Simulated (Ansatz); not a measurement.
ReSe₂⁺, relaxed as a singlet with RKS r2SCAN-D4/def2-TZVP in Ansatz, starting from the GFN1-xTB geometry. Force threshold 0.02 eV/Å.

In the def2 sets Re takes a core potential; there is no spin–orbit coupling. The restricted singlet is unstable towards broken spin symmetry in Hartree–Fock (as tested in another run); at r2SCAN-D4/def2-TZVP this wasn't settled. Another isomer (triplet) lies 1.90 eV lower at PBE0-D4/def2-TZVP; other spin states weren't run for this one.

Start:

```
atom   x (Å)   y (Å)   z (Å)
 Re1   0.024  -0.989  -0.913
 Se2  -1.080   0.207   0.740
 Se3   1.057   0.782   0.173
```

(1) Estimate the energy that the relaxation releases and the steps that it takes.

(2) Does the start keep its bonding and symmetry?

(3) Predict the relaxed structure.

## Answers

(1) 0.05 eV, in 4 steps; 8.5 s on 4 threads of Arm Neoverse V2 on a shared host. No frequencies were taken in this run, so the end may be a saddle point.

(2) By distances, no bond broke or formed. The bond that changes most is Se2–Se3, from 2.28 to 2.35 Å (atoms count from 1). Point group C2v at the start, C2v at the end, both within 0.05 Å.

(3) 
| atom | x (Å) | y (Å) | z (Å) |
| --- | --- | --- | --- |
| Re1 | 0.0233 | -0.9642 | -0.8903 |
| Se2 | -1.1087 | 0.1870 | 0.7359 |
| Se3 | 1.0854 | 0.7772 | 0.1544 |
Bond lengths: 2 × Re–Se 2.29 Å; 1 × Se–Se 2.35 Å.
